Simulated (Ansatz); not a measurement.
Species: H6AlN3, SMILES `[NH2][Al]([NH2])[NH2]` (charge 0, multiplicity 1), formula H6AlN3.

**Question.** How many basis functions does frozen-core CCSD(T)/cc-pVTZ // B3LYP-D3(BJ)/def2-TZVP in Ansatz (a program for electronic structure) use, how many core orbitals are frozen, and how many electrons are correlated?

**Answer.** 208 basis functions and 8 frozen orbitals, which leaves 24 correlated electrons. Core time is of the order of minutes.
